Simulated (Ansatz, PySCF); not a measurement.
This singlet lies 0.42 eV below the relaxed triplet at the level frozen-core CCSD(T)/cc-pVTZ // B3LYP-D3(BJ)/def2-TZVP (Ansatz, a program for electronic structure).

B3LYP has the VWN-RPA correlation part, as in Gaussian. 

Z-matrix (Å, degrees):
```
Al
H 1 1.5909
H 1 1.5909 2 117.67
Ge 1 2.6209 2 120.68 3 169.72
F 4 1.8036 1 83.33 2 -84.40
```
Charge 0, multiplicity 1.

Task: What total energy, LUMO and HOMO does B3LYP-D3(BJ)/def2-TZVP (PySCF 2.14.0) give?

Result: 
| Quantity | Value |
|---|---|
| total energy | -2420.5993 Ha |
| LUMO | -3.27 eV |
| HOMO | -5.81 eV |
